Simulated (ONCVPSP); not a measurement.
# sulfur: excitation energies, all-electron against ONCV

S (Z = 16), optimised norm-conserving Vanderbilt (ONCV), made with ONCVPSP 4.0.1 (PBE, scalar-relativistic). Core [He], reference 2s2 2p6 3s1.5 3p4.5. Waves: 2s+3s: rc 0.85 bohr, ncon 4, nbas 7, qcut 17.1 1/bohr, 2 projectors; 2p+3p: rc 0.70 bohr, ncon 4, nbas 9, qcut 22.6 1/bohr, 3 projectors, debl 1.7 Ha. Local part: polynomial inside 0.65 bohr (lpopt 5, dvloc0 -1 Ha). Core correction: Teter function fitted to the true core (icmod 2), fcfact 0.5.

Energies are relative to the spin-unpolarised reference configuration 2s2 2p6 3s1.5 3p4.5; without spin polarisation the order of configurations can differ from experiment.

Task: Give the all-electron excitation energy and the error of the potential for: 2s2 2p6 3s2 3p4; 2s2 2p6 3s2 3p3; 2s2 2p6 3s2 3p2; 2s2 2p6 3s2 3p1.

Result:

```csv
valence configuration,charge,ΔE all-electron (eV),error AE − PS (meV)
2s2 2p6 3s2 3p4,0,-5.140,+0.2
2s2 2p6 3s2 3p3,+1,6.629,+1.6
2s2 2p6 3s2 3p2,+2,28.913,+4.8
2s2 2p6 3s2 3p1,+3,62.954,+12
```

Levels in the configuration 2s2 2p6 3s2 3p2:

```tsv
level	all-electron (eV)	pseudo (eV)
2s	-237.436	-237.420
2p	-182.308	-182.233
3s	-39.396	-39.394
3p	-27.979	-27.973
```
